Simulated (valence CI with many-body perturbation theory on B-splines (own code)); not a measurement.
## Sensitivity of CI+MBPT for I IV

Computed by configuration interaction combined with many-body perturbation theory (CI+MBPT): four valence electrons over a frozen Dirac-Fock core [Kr] 4d10, radial functions for each j: 6 s, 6 p, 5 d, 3 f, 1 g, with the one-electron correlation potential Σ1, the two-electron term Σ2, the three-electron term Σ3, Breit, model QED; selected CI, second order for the rest (own B-spline code, finite nucleus).

No measured spectrum was set against this ion. As an estimate, levels hold to about 250 cm⁻¹ or 0.2 % of their energy and the worst to 1 %, as in measured heavy ions of charge 2 to 7; those with d or f electrons hold less well.

The reference run has the lowest level 5s2.5p2 3P_0 and an ionisation energy of 40.5240 eV. Its largest variational space holds 10000 state functions.

Names give the largest LS component (configuration and term), which can be under half, so a name can repeat, a term be missing and a line seem to break the LS rules; names also repeat where a configuration has a term twice.

| Level | Reference (cm⁻¹) | Shift (cm⁻¹) |
| --- | --- | --- |
| 5s2.5p2 3P_1 | 6807 | -55 |
| 5s2.5p2 3P_2 | 10992 | -17 |
| 5s2.5p2 1D_2 | 22586 | +20 |
| 5s2.5p2 1S_0 | 37305 | +175 |
| 5s.5p3 5S°_2 | 77546 | -1879 |
| 5s.5p3 3D°_1 | 98821 | -910 |
| 5s.5p3 3D°_2 | 99304 | -955 |
| 5s.5p3 3D°_3 | 102133 | -985 |
| 5s.5p3 3P°_0 | 114501 | -580 |
| 5s.5p3 3P°_2 | 114901 | -431 |
| 5s.5p3 3P°_1 | 115336 | -540 |
| 5s2.5p.5d 1D°_2 | 123114 | -253 |

The ionisation energy moves by +0.1877 eV.

(1) Which of these changes was made?
A. cutoff of virtual states (hartree) 5618 → 360
B. factor on the speed of light 1 → 1.1
C. Davidson tolerance 2e-05 → 0.0003; three-electron term on → off
D. scale of Σ2 1 → 0.5

## Answers

(1) D. scale of Σ2 1 → 0.5.
